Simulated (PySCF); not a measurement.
Vertical excitations of a molecule C3H7BO2 from TDA-CAM-B3LYP/def2-SVPD in PySCF 2.14.0, as energy in eV (oscillator strength): 7.27 (0.008), 7.71 (0.023), 7.81 (0.004), 8.27 (0.006), 8.39 (0.017), 8.57 (0.014), 8.66 (0.040), 8.70 (0.006), 8.75 (0.021), 8.82 (0.009). Lowest triplet (TDA): 6.92 eV. The structure is a stationary point at B3LYP-D3(BJ)/def2-SVP. One conformer was computed; it need not be the lowest.

**Question.** Pick the molecule that these values belong to.
A. OB1CCOC1
B. C=COB(C)O
C. CCB(O)C=O
D. C[C@@H]1COB1O

**Answer.** D, C[C@@H]1COB1O
